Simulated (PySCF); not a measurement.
## Rh (rhodium, neutral) across methods

[Kr] 4d9, 2D determinant (an excited configuration). Computed with PySCF 2.14 in x2c-QZVPPall (13s8p7d4f2g, 118 functions), with scalar relativity by spin-free X2C-1e.

```csv
method,E (hartree),mean ε 4p β (eV),mean ε 4d α (eV),mean ε 4d β (eV),Σ⟨r²⟩ (bohr²),⟨S²⟩
BHandHLYP,-4783.62,-53.756,-6.719,-5.899,46.22,0.819
UHF,-4781.18624,-59.490,-8.918,-7.651,45.44,0.846
PBE0,-4783.32,-50.501,-5.402,-4.675,46.64,0.806
wB97M-V,-4783.31,-53.214,-7.796,-7.249,46.80,0.867
```

⟨S²⟩ = 0.82 against 0.75 shows spin contamination.
